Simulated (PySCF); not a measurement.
`C=C[C@@H](CF)COC`, C₆H₁₁FO

Geometry:
```json
{"atom": "C1", "x (Å)": "-2.545", "y (Å)": "1.247", "z (Å)": "-0.196"}
{"atom": "C2", "x (Å)": "-1.415", "y (Å)": "0.622", "z (Å)": "-0.464"}
{"atom": "C3", "x (Å)": "-0.755", "y (Å)": "-0.356", "z (Å)": "0.463"}
{"atom": "C4", "x (Å)": "-0.685", "y (Å)": "-1.743", "z (Å)": "-0.179"}
{"atom": "F5", "x (Å)": "-1.944", "y (Å)": "-2.274", "z (Å)": "-0.315"}
{"atom": "C6", "x (Å)": "0.664", "y (Å)": "0.112", "z (Å)": "0.810"}
{"atom": "O7", "x (Å)": "1.460", "y (Å)": "0.092", "z (Å)": "-0.351"}
{"atom": "C8", "x (Å)": "2.772", "y (Å)": "0.533", "z (Å)": "-0.124"}
{"atom": "H9", "x (Å)": "-3.081", "y (Å)": "1.080", "z (Å)": "0.725"}
{"atom": "H10", "x (Å)": "-2.989", "y (Å)": "1.942", "z (Å)": "-0.887"}
{"atom": "H11", "x (Å)": "-0.884", "y (Å)": "0.793", "z (Å)": "-1.390"}
{"atom": "H12", "x (Å)": "-1.333", "y (Å)": "-0.432", "z (Å)": "1.390"}
{"atom": "H13", "x (Å)": "-0.244", "y (Å)": "-1.691", "z (Å)": "-1.177"}
{"atom": "H14", "x (Å)": "-0.118", "y (Å)": "-2.440", "z (Å)": "0.448"}
{"atom": "H15", "x (Å)": "1.101", "y (Å)": "-0.548", "z (Å)": "1.578"}
{"atom": "H16", "x (Å)": "0.621", "y (Å)": "1.132", "z (Å)": "1.223"}
{"atom": "H17", "x (Å)": "2.788", "y (Å)": "1.569", "z (Å)": "0.237"}
{"atom": "H18", "x (Å)": "3.285", "y (Å)": "-0.102", "z (Å)": "0.610"}
{"atom": "H19", "x (Å)": "3.290", "y (Å)": "0.473", "z (Å)": "-1.079"}
```

Computed with GIAO B3LYP/pcSseg-1 magnetisability, rotational g tensor and spin-rotation constants, non-relativistic, gas phase in PySCF 2.14.0. Geometry: GFN2-xTB.

Q: Give the nuclear spin-rotation constants along the inertial axes (H = +C I·J) beside the isotropic shieldings.

A: Rotational constants 2.7584, 1.2396, 0.9489 GHz. A star marks the isotopologue with that one atom substituted, in its own axes.
| atom | isotope | Caa (kHz) | Cbb (kHz) | Ccc (kHz) | mean (kHz) | σ (ppm) |
| --- | --- | --- | --- | --- | --- | --- |
| F5 | 19F | 1.654 | 0.164 | 0.304 | 0.707 | 411.4 |
| H9 | 1H | -0.178 | -0.132 | 0.043 | -0.089 | 26.5 |
| H10 | 1H | -0.273 | -0.005 | -0.022 | -0.100 | 26.5 |
| H11 | 1H | -0.193 | -0.124 | 0.062 | -0.085 | 25.3 |
| H12 | 1H | -0.218 | -0.141 | 0.009 | -0.117 | 29.6 |
| H13 | 1H | -0.280 | -0.109 | 0.054 | -0.112 | 26.9 |
| H14 | 1H | -0.267 | 0.011 | -0.044 | -0.100 | 27.0 |
| H15 | 1H | -0.235 | -0.044 | -0.036 | -0.105 | 28.2 |
| H16 | 1H | -0.233 | 0.029 | -0.094 | -0.099 | 28.4 |
| H17 | 1H | -0.261 | 0.026 | -0.086 | -0.107 | 28.5 |
| H18 | 1H | -0.256 | -0.047 | -0.033 | -0.112 | 28.6 |
| H19 | 1H | -0.250 | -0.120 | 0.032 | -0.113 | 27.9 |
| C1 | 13C* | 0.619 | 0.350 | 0.393 | 0.454 | 59.0 |
| C2 | 13C* | 0.729 | 0.389 | 0.449 | 0.522 | 32.4 |
| C3 | 13C* | 0.564 | 0.265 | 0.191 | 0.340 | 126.8 |
| C4 | 13C* | 0.522 | 0.359 | 0.283 | 0.388 | 90.8 |
| C6 | 13C* | 0.667 | 0.336 | 0.212 | 0.405 | 100.2 |
| O7 | 17O* | -0.248 | -0.089 | -0.055 | -0.131 | 307.6 |
| C8 | 13C* | 0.391 | 0.304 | 0.242 | 0.312 | 119.0 |

For the geometry as given, no vibrational averaging.

Q: How do the rotational constants and the g tensor change when H9, H10, H11, H12, H13, H14, H15, H16, H17, H18, H19 are replaced by deuterium?

A: Constants 2.3050, 1.0707, 0.8312 GHz; g -0.0072, -0.0087, -0.0084, against -0.0079, -0.0102, -0.0095 before.
